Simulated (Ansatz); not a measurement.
Reaction (ligand exchange at a B–C bond): `FBC[CH2][AlH2]` + `OBO` → `OBOBF` + `C[CH2][AlH2]`

Calculated with Ansatz (gas phase, PBE0-D4/def2-TZVP geometries, no zero-point term in ΔE). CCSD(T)/CBS is the MP2 limit (def2-TZVPP, def2-QZVPP) plus CCSD(T) − MP2 in def2-TZVPP, frozen cores. This one scheme is used for every species. DFT in def2-TZVPP. Each species was taken in one conformer, which may not be the lowest.

| level | ΔE (kJ/mol) |
| --- | --- |
| PBE-D4 | -107.9 |
| HF/def2-TZVPP | -146.2 |
| CCSD/def2-TZVPP | -121.3 |
| CCSD(T)/def2-TZVPP | -117.2 |

Problem. What does CCSD(T)/CBS give? (Best estimate.)

Solution. The calculation gave: -117.4 kJ/mol. The listed levels differ from it by 9.5, -28.8, -3.9, 0.2 kJ/mol.

Largest T1 diagnostic among the species: 0.014.

In def2-TZVPP, CCSD(T) changes the Hartree–Fock value by +28.9 kJ/mol (the triples alone add +4.1 kJ/mol) and MP2 by +31.1 kJ/mol. From PBE to PBE0 (25 % exact exchange), in def2-TZVPP and without D4, ΔE moves by −5.2 kJ/mol.
